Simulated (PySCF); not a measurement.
## Calculated NMR data

[PySCF 2.14: geometry: GFN2-xTB; shieldings: GIAO PBE0/pcSseg-1; no solvent; no relativistic terms; one averaged value for each set of equivalent atoms; one computed conformer]

Shifts are taken against calculated references (same method and geometry level): TMS for ¹H and ¹³C. Splittings of carbon signals by F and P are missing where no couplings were computed. Where no couplings were computed, multiplicities follow the n + 1 count of equivalent neighbours, and m marks all less simple cases (inequivalent or close neighbours, rings, F or P nearby). Shifts are as computed. Against solution values, carbons near 30 ppm lie about +3 ppm off and those near 130 ppm about +5 ppm. Of 1211 compounds with measured shifts, 218 miss one by over three times the rms of a fit or turn the order of signals round; such compounds aren't used in these exercises.

Compound 1 (C₅H₈O₂Si). ¹H NMR (600 MHz, computed): δ 6.20 (m, 1H), 5.44 (m, 1H), 5.05 (s, 3H), 2.32 (s, 3H). ¹³C{¹H} NMR (computed): δ 162.6, 145.3, 115.5, 90.8, 16.4. Structure: `Cc1ccc(O[SiH3])o1`.

Compound 2 (C₈H₁₁P). ¹H NMR (600 MHz, computed): δ 7.65 (m, 1H), 7.49 (m, 1H), 7.46 (m, 1H), 7.34 (m, 1H), 4.14 (m, 1H), 2.49 (s, 3H), 1.33 (m, 3H). ¹³C{¹H} NMR (computed): δ 147.9, 143.4, 137.9, 134.8, 134.3, 133.3, 24.0, 13.9. Structure: SMILES CPc1cccc(C)c1.
